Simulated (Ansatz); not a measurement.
BrF2Si, SMILES `F[Si](F)Br` radical, relaxed with UKS PBE-D4/def2-SVP in Ansatz from a rough embedded geometry. The force threshold is 0.03 eV/Å; the program also tests the step.

The species carries charge 0 and has multiplicity 2.

Start:

```xyz
4

F    -0.149    1.365   -0.839
Si   -0.342   -0.160   -0.285
F     0.893   -1.073   -0.781
Br   -0.401   -0.132    1.905
```

**Question.** By how much does the energy fall, and how many steps does the optimiser take? (Estimate.)

**Answer.** Computed: 2.87 kJ/mol, in 5 steps.

**Question.** Which bonds change most? (An estimate is asked.)

**Answer.** Ansatz gave: Si2–Br4 from 2.191 to 2.237 Å; Si2–F3 from 1.614 to 1.631 Å; F1–Si2 from 1.634 to 1.631 Å.

**Question.** Give the relaxed structure. (Estimate.)

**Answer.** Computed: 
```xyz
4

F    -0.128    1.348   -0.852
Si   -0.370   -0.166   -0.293
F     0.903   -1.051   -0.799
Br   -0.404   -0.130    1.944
```
